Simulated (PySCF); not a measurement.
**Working out the ionisation energy of Zn(2+)**

Zn(2+) [Ar] 3d10 (1S) → Zn(3+) [Ar] 3d9 (2D). All numbers are calculated (PySCF 2.14, scalar relativity by spin-free X2C-1e, in cc-pVDZ-DK (6s5p3d1f, 43 functions)). Frozen: [Ar]. Energies in hartree (1 hartree = 27.21139 eV):

```
             part  Zn(2+) (lower)  Zn(3+) (upper)
              UHF    -1793.360922    -1791.998311
MP2 opposite-spin       -0.231619       -0.168934
    MP2 same-spin       -0.142186       -0.103763
```

**Question.** What does Hartree-Fock give?

**Answer.** (-1791.998311) − (-1793.360922) = 1.362611 hartree = 37.079 eV.

**Question.** What do MP2 and SCS-MP2 (6/5 opposite-spin, 1/3 same-spin) give?

**Answer.** The opposite-spin parts differ by 1.706 eV and the same-spin parts by 1.046 eV. MP2: 37.079 + (1.706) + (1.046) = 39.831 eV. SCS-MP2: 37.079 + 1.2 × (1.706) + (1.046)/3 = 39.475 eV.

Reference: 39.723 eV (measured; NIST Atomic Spectra Database, ionization energies), between the lowest levels; spin-orbit coupling is absent from the calculation.

A double-zeta basis recovers only part of the correlation energy.

What remains against the reference includes basis incompleteness, the frozen core and correlation beyond second order.
